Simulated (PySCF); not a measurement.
Electron correlation in Nb²⁺ (niobium, charge +2)

[Kr] 4d3, high-spin 4F determinant. Calculation: PySCF 2.14, in aug-cc-pVTZ-DK; scalar relativity by spin-free X2C-1e. Frozen: [Kr]; 3 electrons correlated.

```csv
level,correlation energy (mhartree)
CCSD,-18.37
(T),-0.09
CCSD(T),-18.46
```

Diagnostics: T1 = 0.0013, D1 = 0.0018, largest double amplitude 0.019.

Q: Is a single reference adequate?

A: Yes, within this model without spin-orbit coupling: T1 lies below 0.03 and no double amplitude reaches 0.07.
